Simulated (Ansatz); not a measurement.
Stepwise reaction of `OB(O)O[SiH3]` with ammonia, as a gas-phase model of exchange steps in deposition or etching. ΔE in kJ/mol; ΔG adds harmonic PBE0-D4 terms to CCSD(T)/CBS, at 1 bar.

Computed with Ansatz on PBE0-D4/def2-TZVP structures; ΔE is electronic, products minus reactants. CBS: MP2 limit from def2 TZ/QZ plus the TZ coupled-cluster correction, frozen cores. This one scheme is used for every species. Functionals use def2-TZVPP. B3LYP here is the variant with VWN-RPA as its local correlation; programs differ in this. Each species was taken in one conformer, which may not be the lowest.

| step | reaction | PBE-D4 | B3LYP-D4 | ωB97M-V | CCSD(T)/CBS | ΔG(600 K) |
| --- | --- | --- | --- | --- | --- | --- |
| 2 | `NB(O)O[SiH3]` + NH₃ → `NB(N)O[SiH3]` + H₂O | 30.3 | 32.1 | 33.2 | 30.5 | 20.1 |

**Question.** Give the row of step 1, `OB(O)O[SiH3]` + NH₃ → `NB(O)O[SiH3]` + H₂O. (Estimate.)

**Answer.** Ansatz gave: 
| step | reaction | PBE-D4 | B3LYP-D4 | ωB97M-V | CCSD(T)/CBS | ΔG(600 K) |
| --- | --- | --- | --- | --- | --- | --- |
| 1 | `OB(O)O[SiH3]` + NH₃ → `NB(O)O[SiH3]` + H₂O | 33.3 | 35.1 | 35.7 | 32.9 | 27.3 |

**Question.** By hand: ΔE of the 2 steps together at CCSD(T)/CBS.

**Answer.** (32.9) + (30.5) = 63.4 kJ/mol, or 31.7 kJ/mol a step.

In ΔE the steps differ by no more than 2.4 kJ/mol. All are uphill at CCSD(T)/CBS. ΔG lies between 20.1 and 27.3 kJ/mol a step. PBE-D4 differs from CCSD(T)/CBS by -0.2 to 0.4 kJ/mol a step. Isolated molecules leave out the surface, adducts and barriers. Largest T1 diagnostic: 0.012.
